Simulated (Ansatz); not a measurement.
`FC(F)[C@H](F)[C@@H](F)C(F)(F)F` → `FC(F)C(F)C(F)(F)F` + `[CH]F` at 400 K and 1 bar (formal loss of a carbene).

Computed with Ansatz on PBE0-D4/def2-TZVP structures; ΔE is electronic, products minus reactants. CCSD(T)/CBS is the MP2 limit (def2-TZVPP, def2-QZVPP) plus CCSD(T) − MP2 in def2-TZVPP, frozen cores. This one scheme is used for every species. Each species was taken in one conformer, which may not be the lowest.

```csv
species,CCSD(T)/CBS energy (Eh),H − E (kJ/mol),S (J/(mol·K))
`FC(F)[C@H](F)[C@@H](F)C(F)(F)F`,-852.54654,255.8,478.6
`FC(F)C(F)C(F)(F)F`,-714.10043,192.2,421.6
`[CH]F`,-138.29972,46.3,233.5
```

H − E and S are ideal-gas, rigid-rotor, harmonic terms from PBE0-D4/def2-TZVP, for one conformer and one mirror image of each species. 1 Eh = 2625.50 kJ/mol, R = 8.31446 J/(mol·K).

Problem. By hand: ΔE, ΔH, ΔS and ΔG.

Solution. ΔE = (-714.10043) + (-138.29972) − (-852.54654) = 0.14639 Eh = 384.3 kJ/mol. Δ(H − E) = 192.2 + 46.3 − 255.8 = -17.3, so ΔH = 367.0 kJ/mol. ΔS = 421.6 + 233.5 − 478.6 = 176.5 J/(mol·K). ΔG = 367.0 − 400 × (176.5)/1000 = 296.4 kJ/mol.

Problem. By hand: the equilibrium constant, and the temperature at which ΔG would vanish if ΔH and ΔS stayed fixed.

Solution. log₁₀ K = −ΔG/(RT ln 10) = -38.7. ΔG = 0 at ΔH/ΔS = 2079 K.

The number of gas molecules changes by +1, which sets the sign of ΔS. A doubt of 5 kJ/mol in ΔE shifts log₁₀ K by 0.7 here. Other conformers and mirror images would add mixing entropy, several J/(mol·K) or more a flexible species. Modes under 60 cm⁻¹, often nearly free rotors, make the harmonic entropy too high. These are equilibria of isolated gas molecules and say nothing of rates. Largest T1 diagnostic: 0.018 (customary marks: 0.02 for closed shells, 0.045 for open ones).
